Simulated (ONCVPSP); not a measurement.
# tantalum: from the effect back to the setting (ONCV)

Base potential:

* Element: Ta (Z = 73)
* Generator: ONCVPSP 4.0.1
* Type: optimised norm-conserving Vanderbilt (ONCV)
* Functional: LDA (Perdew-Zunger)
* Relativity: scalar-relativistic
* Frozen core: [Kr] 4d10 4f14
* Valence charge: 13
* Reference configuration: 5s2 5p6 5d3 6s0.5 (charge +1.5)
* Partial waves: 5s+6s: rc 1.90 bohr, ncon 4, nbas 7, qcut 7.9 1/bohr, 2 projectors; 5p: rc 1.40 bohr, ncon 4, nbas 7, qcut 5.6 1/bohr, 2 projectors, debl 2 Ha; 5d: rc 2.60 bohr, ncon 5, nbas 9, qcut 5.3 1/bohr, 1 projector; f scattering state at 0.02 Ha: rc 2.30 bohr, ncon 3, nbas 7, qcut 5.6 1/bohr, 1 projector
* Local potential: polynomial inside 1.25 bohr (lpopt 5, dvloc0 0 Ha)
* Core correction: Teter function, fcfact 5, rcfact 1.1

Cutoffs, loose and tight: the cutoffs (Ha) at which the residual kinetic energy of the hardest occupied pseudo-wave falls to 1 and 0.1 mHa per electron. They do not see the model core or the augmentation charge, which bear on the density cutoff. Test errors are all-electron minus pseudo excitation energies from the reference, over the configurations 5s2 5p6 5d3 6s2; 5s2 5p6 5d3 6s1; 5s2 5p6 5d3 6s0; 5s2 5p5 5d3 6s2; variants that change the core or the reference have their own tests.

Only the scale of all radii but the core radius (base = 1) is moved:

```csv
scale of all radii but the core radius (base = 1),"cutoff, loose","cutoff, tight",bound ghosts,largest test error (meV)
0.79,91 Ha,113 Ha,s,-97
0.87,85 Ha,101 Ha,none,-101
1.05,50 Ha,67 Ha,none,-127
1.15,17 Ha,54 Ha,none,-149
1.2,14 Ha,45 Ha,none,-167
1.32,11 Ha,16 Ha,none,-209
```

**Question.** One more run gave cutoff, loose: 73 Ha; cutoff, tight: 87 Ha; bound ghosts: none; largest test error (meV): -107. Which value of the scale of all radii but the core radius (base = 1) was used?

**Answer.** 0.95. The loose cutoff moves one way along this sweep, from 91 Ha at 0.79 to 11 Ha at 1.32, which places the run between 0.87 and 1.05.
